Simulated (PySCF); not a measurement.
Level of theory: PBE-D3(BJ)/def2-TZVP // PBE-D3(BJ)/def2-SVP (PySCF). Gas-phase values, no solvent. One relaxed conformer stands for a flexible species; it need not be the lowest. 

Reference species: [Zn(OH)(Cl)] (neutral, multiplicity 1).

```yaml
HOMO–LUMO gap: 4.64 eV
coordination_number: 2
LUMO: -2.39 eV
HOMO: -7.03 eV
```

After one change: the HOMO–LUMO gap drops by 0.14 eV; the coordination number stays essentially unchanged; the LUMO falls by 0.03 eV; the HOMO rises by 0.10 eV.

What was changed between the two runs? The new species is one of these.
(A) [Zn(OH)(NH2)]
(B) [Zn(OH)2]
(C) [Zn(OH)(Br)]

C, [Zn(OH)(Br)]
